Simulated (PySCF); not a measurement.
## Computed properties of H₉N₃Si₃, SMILES N1[SiH2]N[SiH2]N[SiH2]1

cyclotrisilazane (H9N3Si3), SMILES N1[SiH2]N[SiH2]N[SiH2]1. Geometry: B3LYP-D3(BJ)/def2-SVP. Other conformers were not sampled. All values are computed for the isolated molecule unless a solvent is named; none is compared with measurement here.

**Structure.** The optimised structure has Cs symmetry. All 39 harmonic modes at B3LYP-D3(BJ)/def2-SVP (PySCF) are real, so it is a minimum. With heavy atoms numbered as in [SiH2:1]1[NH:2][SiH2:3][NH:4][SiH2:5][NH:6]1, the shortest bond between them is N2–Si3 at 1.739 Å and the longest Si1–N2 at 1.751 Å.

**Vibrations.** The strongest infrared lines (harmonic, unscaled, degenerate partners summed) lie at 974 cm⁻¹ (675 km/mol, H 75 %, Si 18 %), 992 cm⁻¹ (398 km/mol, H 65 %, Si 23 %, N 11 %), 2183 cm⁻¹ (368 km/mol, H 96 %). The softest mode is at 77 cm⁻¹ and the zero-point energy is 63.9 kcal/mol.

**Electronic structure.** r2SCAN/def2-TZVP (PySCF) places the frontier levels at -6.16 and -0.08 eV, a gap of 6.08 eV, and gives a dipole moment of 0.74 D and a mean polarisability of 92.4 bohr³.

**Excitations.** TDA-ωB97X/def2-SVPD (PySCF) has S1 at 6.84 eV (181 nm, f = 0.014, weak); the most intense of the 6 singlets computed lies at 6.87 eV (f = 0.02). T1 (TDA) is at 6.56 eV, 0.28 eV under S1. No vertical singlet excitation falls in the visible range (under 3.1 eV).

**NMR.** GIAO shifts at HF/pcSseg-1 (PySCF) (non-relativistic, atoms alike by connectivity averaged): ¹H from 0.8 to 4.8 ppm against TMS; ²⁹Si at -37.1 ppm against TMS.
